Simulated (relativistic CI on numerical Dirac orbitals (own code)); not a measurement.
## Hg4+: O2,3 absorption edge

Computed with this model: Dirac-Coulomb-Breit CI, separate exchange-only KLI orbitals for each configuration, a model potential for QED, multiplet model of core-to-valence dipole absorption, unscaled Slater integrals; configurations [Xe] 4f14 5d8 → [Kr] 4d10 4f14 5s2 5p5 5d9; 300 K; Lorentzian 1 eV and Gaussian 0.3 eV FWHM. Energies are those of the free ion, without screening or charge transfer. The branching ratio is the share of the lower-energy edge in the whole absorption, uncertain by about 0.02 where the edges overlap. S is read from ⟨S²⟩ = S(S + 1).

Field parameters in Wybourne normalisation: D4h B²₀ = −7Ds, B⁴₀ = 21(Dq − Dt), B⁴₄ = 21√(5/14) Dq; Oh B⁴₀ = 21Dq, B⁴₄ = √(5/14) B⁴₀. The field is a parameter set, without covalency.

free ion: ground-state S = 0.97, centroid 62.42 eV. Peaks (eV, height): 58.8 (69), 62.2 (100), 66.5 (54).

D4h, 10Dq = 24900, Ds = 1130, Dt = 960 cm⁻¹: ground-state S = 0.99, centroid 64.91 eV. Peaks (eV, height): 60.8 (100), 63.0 (68), 67.2 (27), 68.8 (32), 80.5 (7), 81.2 (7), 83.8 (12).

Oh, 10Dq = 34800 cm⁻¹: ground-state S = 0.99, centroid 66.96 eV. Peaks (eV, height): 62.5 (100), 63.8 (73), 66.2 (26), 68.2 (32), 71.2 (15), 82.0 (21), 85.0 (17).

D4h, 10Dq = 42300, Ds = 540, Dt = -390 cm⁻¹: ground-state S = 0.99, centroid 68.01 eV. Peaks (eV, height): 63.8 (100), 68.2 (36), 69.8 (18), 73.0 (11), 82.8 (22), 85.8 (18).

D4h, 10Dq = 28500, Ds = 2340, Dt = 950 cm⁻¹: ground-state S = 0.99, centroid 65.42 eV. Peaks (eV, height): 60.8 (90), 61.5 (100), 63.2 (72), 64.5 (49), 66.8 (29), 69.5 (32), 80.2 (9), 81.8 (9), 84.0 (15).

Oh, 10Dq = 23800 cm⁻¹: ground-state S = 0.99, centroid 65.60 eV. Peaks (eV, height): 61.2 (100), 63.0 (67), 64.5 (41), 67.5 (32), 69.5 (24), 81.2 (16), 84.2 (16).

Strongest unbroadened transitions for Oh, 10Dq = 34800 cm⁻¹:

| Energy (eV) | Relative strength |
| --- | --- |
| 61.67 | 43.6 |
| 61.92 | 58.6 |
| 62.45 | 89.7 |
| 62.94 | 89.0 |
| 63.86 | 100.0 |
| 66.35 | 33.4 |
| 67.25 | 15.8 |
| 68.35 | 4.2 |
| 68.36 | 48.3 |
| 69.33 | 9.0 |
| 69.39 | 4.4 |
| 71.32 | 25.0 |
| 72.23 | 5.6 |
| 81.90 | 32.0 |
| 82.32 | 11.8 |
| 85.12 | 32.1 |
| 86.04 | 2.1 |
| 86.28 | 2.4 |
